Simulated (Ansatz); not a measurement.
`[OH][GeH]` at its PBE0-D4/def2-TZVP geometry, where that method's forces vanish. Charge 0, multiplicity 1.

```xyz
4

O     0.1997    0.7995   -0.1733
Ge    0.1360   -0.9270    0.2968
H     1.0792    1.1666   -0.0471
H    -1.4149   -1.0391   -0.0764
```

What forces (eV/Å) does ωB97M-V/def2-TZVPP give on these atoms in Ansatz? (Estimate.)

Computed: 
```
O1   0.074  0.038  0.009
Ge2 -0.116 -0.041 -0.019
H3  -0.064 -0.006 -0.015
H4   0.106  0.009  0.025
```
